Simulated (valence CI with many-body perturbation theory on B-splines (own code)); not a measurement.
# Energy levels of Ir45+

Computed by valence CI with perturbative core correlation (CI+MBPT): four valence electrons over a frozen Dirac-Fock core [Ar] 3d10, a basis of 9 s, 9 p, 8 d, 6 f, 3 g, 1 h functions for each j, with the one-electron correlation potential Σ1 (screened to all orders), the two-electron term Σ2, the three-electron term Σ3, Breit, model QED; selected single and double excitations, second order for the rest, scaled by the run's own slope (own B-spline code, finite nucleus).

No measured spectrum was set against this ion. As an estimate, large intervals hold to a few tenths of a per cent, small ones and those within an open d or f shell to about a per cent.

Levels 1 to 33 of 33, with energies above the lowest level, (4s^2 4p1/2^2) J=0. "Leading %" is the weight of the configuration and term that name the level; weights of strongly mixed levels are sums over their largest components and can fall short, so below about 35 % the name and the second component can differ from the true leading terms, or belong to a minority configuration. In the jj column 3d3/2^4 stands for four electrons in 3d with j = 3/2.

```csv
No.,Configuration,Term,J,E (× 10³ cm⁻¹),Leading %,Second component,Leading jj
1,4s2 4p2,3P,0,0.00,70,30 % 4s2 4p2 1S,4s^2 4p1/2^2 (99 %)
2,4s2 4p2,3P,1,921.24,99,,4s^2 4p1/2 4p3/2 (99 %)
3,4s2 4p2,1D,2,957.92,64,36 % 4s2 4p2 3P,4s^2 4p1/2 4p3/2 (99 %)
4,4s 4p3,3P°,2,1759.2,46,30 % 4s 4p3 5S°,4s 4p1/2^2 4p3/2 (97 %)
5,4s 4p3,3D°,1,1884.6,35,26 % 4s 4p3 1P°,4s 4p1/2^2 4p3/2 (94 %)
6,4s2 4p2,3P,2,1907.0,63,36 % 4s2 4p2 1D,4s^2 4p3/2^2 (99 %)
7,4s2 4p2,1S,0,1986.1,69,30 % 4s2 4p2 3P,4s^2 4p3/2^2 (99 %)
8,4s2 4p 4d,3F°,2,2242.0,74,20 % 4s2 4p 4d 1D°,4s^2 4p1/2 4d3/2 (98 %)
9,4s2 4p 4d,3D°,1,2399.3,51,26 % 4s2 4p 4d 1P°,4s^2 4p1/2 4d3/2 (93 %)
10,4s2 4p 4d,3P°,2,2502.3,36,29 % 4s2 4p 4d 3D°,4s^2 4p1/2 4d5/2 (80 %)
11,4s2 4p 4d,3F°,3,2519.3,49,22 % 4s2 4p 4d 3D°,4s^2 4p1/2 4d5/2 (90 %)
12,4s 4p3,3D°,2,2678.3,45,34 % 4s 4p3 5S°,4s 4p1/2 4p3/2^2 (80 %)
13,4s 4p3,3D°,3,2739.0,89,8 % 4s2 4p 4d 3F°,4s 4p1/2 4p3/2^2 (89 %)
14,4s 4p3,3P°,0,2779.7,96,,4s 4p1/2 4p3/2^2 (96 %)
15,4s 4p3,3P°,1,2839.9,47,20 % 4s 4p3 3D°,4s 4p1/2 4p3/2^2 (94 %)
16,4s 4p3,1D°,2,2859.4,69,14 % 4s 4p3 3D°,4s 4p1/2 4p3/2^2 (90 %)
17,4s 4p3,3S°,1,2872.3,38,23 % 4s 4p3 3D°,4s 4p1/2 4p3/2^2 (96 %)
18,4s 4p2 4d,5F,1,3090.2,42,36 % 4s 4p2 4d 3D,4s 4p1/2^2 4d3/2 (98 %)
19,4s 4p2 4d,3D,2,3119.8,29,22 % 4s 4p2 4d 5F,4s 4p1/2^2 4d3/2 (94 %)
20,4s2 4p 4d,3D°,2,3299.6,50,23 % 4s2 4p 4d 1D°,4s^2 4p3/2 4d3/2 (91 %)
21,4s2 4p 4d,3P°,1,3312.8,55,35 % 4s2 4p 4d 3D°,4s^2 4p3/2 4d3/2 (93 %)
22,4s2 4p 4d,3P°,0,3316.9,95,,4s^2 4p3/2 4d3/2 (95 %)
23,4s2 4p 4d,3F°,3,3318.7,42,34 % 4s2 4p 4d 1F°,4s^2 4p3/2 4d3/2 (92 %)
24,4s 4p2 4d,3D,3,3348.3,32,22 % 4s 4p2 4d 5D,4s 4p1/2^2 4d5/2 (95 %)
25,4s 4p2 4d,3F,2,3409.6,25,21 % 4s 4p2 4d 1D,4s 4p1/2^2 4d5/2 (89 %)
26,4s2 4p 4d,3F°,4,3417.5,99,,4s^2 4p3/2 4d5/2 (99 %)
27,4s2 4p 4d,3P°,2,3440.0,41,36 % 4s2 4p 4d 1D°,4s^2 4p3/2 4d5/2 (88 %)
28,4s2 4p 4d,3D°,3,3573.5,55,42 % 4s2 4p 4d 1F°,4s^2 4p3/2 4d5/2 (93 %)
29,4s2 4p 4d,1P°,1,3592.6,62,23 % 4s2 4p 4d 3P°,4s^2 4p3/2 4d5/2 (94 %)
30,4p4,3P,2,3703.5,56,26 % 4p4 1D,4p1/2^2 4p3/2^2 (82 %)
31,4p4,1S,0,3758.9,55,33 % 4p4 3P,4p1/2^2 4p3/2^2 (87 %)
32,4s 4p3,3P°,2,3769.6,45,16 % 4s 4p3 1D°,4s 4p3/2^3 (87 %)
33,4s 4p3,1P°,1,3887.5,39,24 % 4s 4p3 3S°,4s 4p3/2^3 (93 %)
```

The ionisation energy to 4s2 4p 2P°_1/2 of the next ion comes out as 2437.1 eV (NIST: 2435 ± 4 eV (theoretical)). All 33 levels together are meant to be complete up to 3909.2 × 10³ cm⁻¹.
